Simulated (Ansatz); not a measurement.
Cl₂Fe (SMILES [Cl][Fe][Cl]), quintet, geometry from GFN2-xTB (such geometries of metal compounds can be far from the true shape); SC-NEVPT2/6-31G, CASSCF(4,5) run with Ansatz (a quantum-chemistry and plane-wave program).

Ansatz was given this input:
Ansatz 0.2 input:
```yaml
crystal:
  periodic: [false, false, false]
  atoms:
    - {symbol: Fe, position_ang: [0.36901393, -0.30219876, 0.33807011]}
    - {symbol: Cl, position_ang: [1.00868792, 0.50024620, -1.42695983]}
    - {symbol: Cl, position_ang: [-1.57306217, -0.03805986, 0.90991142]}
basis:
  gaussian:
    orbitals: 6-31G
correlation: {method: sc_nevpt2, electrons: all, active_space: {window: {electrons: 4, orbitals: 5}}}
magnetization: {spin_polarized: false, initial_magnetization: 4}
```

Task: Write the output that Ansatz gives for this input, abridged.

Result: 
```
Functional definition: HF
564 factors; integrals over basis functions are off by at most 2.7e-4 eV
mean field evaluation 1: about -59352.9195 eV, gradient 1.7e1 eV
mean field evaluation 2: about -59353.1673 eV, gradient 1.7e1 eV
mean field evaluation 4: about -59355.8646 eV, gradient 1.0e1 eV
mean field evaluation 8: about -59356.2363 eV, gradient 1.0e0 eV
mean field evaluation 16: about -59356.2802 eV, gradient 1.3e-2 eV
mean field evaluation 32: about -59356.2645 eV, gradient 5.4e-2 eV
mean field evaluation 64: about -59356.1852 eV, gradient 4.5e0 eV
mean field evaluation 96: about -59352.9071 eV, gradient 1.7e1 eV
mean field -59356.28016243 eV, -2181.3030628376 hartree, gradient 3.1e-6 eV, S^2 6.000000; 10 other end points of the search recorded, 0 dependent functions left out
reference -59356.28016243 eV, -2181.3030628376 hartree; 32, 28 occupied and 23, 27 virtual orbitals, 564 factors
state -59356.28016243 eV, -2181.3030628376 hartree
state -59356.28016243 eV, -2181.3030628376 hartree; corrected -59363.45790321 eV, -2181.5668399462 hartree
WARN: 1 active orbitals are nearly empty or full. The corrections depend on them more than the energy does, and are more stable in an active space without them
Total energy: -59363.45790321 eV, -2181.5668399462 hartree
```
